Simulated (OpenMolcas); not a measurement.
Ti III.

```yaml
Program: OpenMolcas
Method: CASSCF
Basis: ANO-RCC-VTZP [6s5p3d2f1g]
Scalar_Hamiltonian: DKH2, point nucleus
Active_space: 2 electrons in 5 orbitals (3d)
State_averaging: 2S+1 = 3 even, 10 roots; 2S+1 = 1 even, 15 roots
Spin-orbit_coupling: state interaction with AMFI integrals over the reference wave functions, term energies averaged over their components
```

Levels without dynamic correlation, in cm-1 above 3d2 3F2:

```
  Level      E
3d2 1D2  11360
3d2 3P0  13576
3d2 1G4  17501
3d2 1S0  42460
```

On this reference, SS-CASPT2, IPEA 0.25 Eh, imaginary shift 0.1 Eh (closed shells correlated: 3s 3p) puts 3d2 1D2 at 7890 cm-1.

Problem. Estimate the other levels at that method by one scale factor, and say how well it serves.

Solution. The factor is 7890 / 11360 = 0.695. Scaled values beside those that SS-CASPT2 gives and measured ones (Corliss and Sugar, J. Phys. Chem. Ref. Data 8, 1 (1979)):
```json
{"Level": "3d2 3P0", "Scaled": "9435", "SS-CASPT2": "11110", "Miss (%)": "-15.1", "Measured": "10538"}
{"Level": "3d2 1G4", "Scaled": "12163", "SS-CASPT2": "14680", "Miss (%)": "-17.1", "Measured": "14398"}
{"Level": "3d2 1S0", "Scaled": "29510", "SS-CASPT2": "32330", "Miss (%)": "-8.7", "Measured": "32476"}
```
For these levels the scaled values miss SS-CASPT2 by up to 17.1 %, as correlation changes each term by its own factor, spin-orbit parts do not scale and CASPT2 has its own spread within terms. This holds within one configuration; levels of others move differently, and the target method has errors of its own against measurement.

CASPT2 does not keep the components of a term degenerate, so their means are used; among the terms shown or strongly mixed into the levels shown the widest spread is 580 cm-1 (3d2 1G, SS-CASPT2). Without dynamic correlation excited terms often stand tens of per cent too high (terms of higher spin than the ground term too low), and those without a measured partner can miss by more than the paired ones (holds for CASSCF). Measured partners are found by configuration, term and J. A level has none where our copy of the source lacks it or the pairing is in doubt (some pairs that miss far off the trend of their configuration count as doubtful), and it then counts in no deviation. Only configurations of the active space appear.
